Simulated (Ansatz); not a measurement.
A nudged elastic band was laid between two geometries of Cl3FH3O2Ta (10 atoms, charge 0, multiplicity 1).

Computed with RKS PBE-D4/def2-SVP (Ansatz).

```yaml
movable_images: 9
climbing_image: yes
spring: 5.0 eV/Å²
optimiser: quadratic models (default)
start_path: through a guess of the saddle point
force_threshold: 0.03 eV/Å
iteration_limit: 60
end_points: relaxed
```

First end point:

```xyz
10
Properties=species:S:1:pos:R:3
Ta -0.052 0.069 0.310
Cl 2.136 -0.905 0.430
Cl -0.185 -0.038 2.693
F 0.430 0.663 -1.425
Cl -1.817 1.620 0.296
O -0.981 -1.483 -0.084
H -1.370 -2.369 -0.109
O 1.226 1.917 0.872
H 1.092 2.103 1.826
H 2.163 1.630 0.796
```

Last end point:

```xyz
10
Properties=species:S:1:pos:R:3
Ta -0.632 0.697 0.442
Cl 2.638 -1.229 0.089
Cl -1.032 0.776 2.782
F -0.088 1.231 -1.295
Cl -2.763 1.544 0.053
O -0.535 -1.152 0.214
H 0.339 -1.616 0.125
O 1.135 1.384 0.927
H 1.301 1.560 1.876
H 2.279 0.014 0.392
```

(1) Which bonds break or form, and what moves?

(2) Give the energies along the band, and the barrier.

(3) What is the geometry of the highest image?

(4) What are the harmonic wavenumbers there?

Answers

(1) Bonds broken: Ta1–Cl2, O8–H10. Bonds formed: Cl2–H10. Cl3FH3O2Ta becomes Cl2FH2O2Ta + ClH.

(2) It converged. The highest image is number 6 of 0 to 10, 16.9 kcal/mol above the first end and 1.3 kcal/mol above the last; the last end lies 15.6 kcal/mol above the first. A vibrational analysis at the climbing image gives one clearly imaginary mode, 97i cm⁻¹: a first-order saddle point. The orbitals stay closed-shell, which can raise the energy where a bond breaks towards radicals; this wasn't checked here.

| image | path coordinate (Å) | energy (kcal/mol) | Ta1–Cl2 (Å) | O8–H10 (Å) | Cl2–H10 (Å) |
| --- | --- | --- | --- | --- | --- |
| 0 | 0.00 | 0.0 | 2.40 | 0.98 | 2.56 |
| 1 | 0.37 | 0.1 | 2.40 | 0.98 | 2.61 |
| 2 | 0.73 | 0.6 | 2.42 | 0.98 | 2.47 |
| 3 | 1.10 | 1.8 | 2.45 | 0.99 | 2.24 |
| 4 | 1.46 | 5.2 | 2.57 | 1.03 | 1.93 |
| 5 | 1.83 | 13.5 | 2.78 | 1.19 | 1.62 |
| 6 | 2.20 | 16.9 | 2.98 | 1.57 | 1.38 |
| 7 | 2.72 | 16.6 | 3.38 | 1.81 | 1.33 |
| 8 | 3.25 | 16.3 | 3.61 | 1.87 | 1.32 |
| 9 | 3.78 | 15.8 | 3.74 | 1.90 | 1.32 |
| 10 | 4.30 | 15.6 | 3.81 | 1.86 | 1.33 |

(3) 
```xyz
10
Properties=species:S:1:pos:R:3
Ta -0.340 0.491 0.316
Cl 2.352 -0.777 0.535
Cl -0.566 0.173 2.666
F 0.385 0.779 -1.409
Cl -2.259 1.706 0.012
O -0.844 -1.289 -0.025
H -0.510 -2.194 0.099
O 1.129 1.748 0.867
H 1.127 1.990 1.815
H 2.170 0.580 0.727
```

(4) 97i, 65, 82, 107, 134, 163, 168, 183, 217, 265, 346, 365, 393, 474, 493, 543, 645, 697, 706, 764, 884, 1926, 3686, 3791 cm⁻¹.

Time of the run: 8.9 min on 4 threads of Arm Neoverse V2, on a shared host, peak memory 0.23 GiB.
